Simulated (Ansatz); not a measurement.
A nudged elastic band was laid between two geometries of CH₇SSbSi (11 atoms, charge 0, multiplicity 1).

Computed with RKS PBE-D4/def2-SVP in Ansatz.

* movable images: 5
* climbing image: yes
* spring: 5.0 eV/Å²
* optimiser: quadratic models (default)
* start path: IDPP
* force threshold: 0.05 eV/Å
* iteration limit: 60
* end points: relaxed

Initial state:

```xyz
11
Properties=species:S:1:pos:R:3
C -0.687 2.118 0.363
Si -0.699 0.296 -0.114
S 1.308 -0.452 0.211
Sb 0.906 -2.801 -0.496
H -0.403 2.242 1.426
H 0.036 2.682 -0.260
H -1.694 2.559 0.216
H -1.108 0.127 -1.556
H -1.697 -0.465 0.723
H 2.397 -2.892 -1.386
H 1.706 -3.471 0.895
```

Final state:

```xyz
11
Properties=species:S:1:pos:R:3
C -0.695 1.973 0.315
Si -0.325 0.159 -0.044
S 1.757 -0.193 0.434
Sb 1.932 -2.599 -0.137
H -0.517 2.209 1.383
H -0.055 2.634 -0.302
H -1.756 2.198 0.080
H -0.584 -0.163 -1.494
H -1.205 -0.740 0.788
H 1.070 -2.473 -1.646
H 0.444 -3.061 0.642
```

(1) Which bonds break or form, and what moves?

(2) Give the energies along the band, and the barrier.

(3) What is the geometry of the highest image?

Answers

(1) No bond is made or broken. The height of Sb4 over the plane of its neighbours goes from 1.07 to -1.05 Å.

(2) The run converged. The highest image is number 3 of 0 to 6, 216.3 kJ/mol above the first end and 219.5 kJ/mol above the last; the last end lies 3.2 kJ/mol below the first. Neighbouring images differ by up to 1.8 eV, so the band resolves the path poorly. A vibrational analysis at the climbing image gives one clearly imaginary mode, 1067i cm⁻¹: a first-order saddle point.

```
image  path coordinate (Å)  energy (kJ/mol)  height of Sb4 over the plane of its neighbours (Å)
    0                 0.00              0.0                                                1.07
    1                 0.55              4.5                                                1.01
    2                 1.10             64.5                                                0.63
    3                 1.66            216.3                                                0.01
    4                 2.29             40.3                                               -0.70
    5                 2.93              1.3                                               -0.99
    6                 3.56             -3.2                                               -1.05
```

(3) 
```xyz
11
Properties=species:S:1:pos:R:3:forces:R:3
C -0.839 2.086 0.306 0.03 0.02 0.01
Si -0.544 0.262 -0.080 -0.01 -0.03 -0.01
S 1.560 -0.147 0.381 0.00 -0.02 0.00
Sb 1.594 -2.473 -0.198 -0.02 0.03 0.00
H -0.637 2.305 1.374 0.00 0.00 0.00
H -0.188 2.735 -0.314 0.00 0.00 0.00
H -1.895 2.352 0.093 -0.01 0.00 0.00
H -0.805 -0.031 -1.531 0.01 0.00 0.01
H -1.420 -0.615 0.771 0.01 0.00 0.00
H 2.008 -2.920 -1.758 0.00 0.00 0.01
H 1.230 -3.612 0.975 0.01 0.00 0.00
```

Run time: 28 s on 2 threads of Intel(R) Xeon(R) 6975P-C (Granite Rapids), with other jobs on the host, peak memory 0.17 GiB.
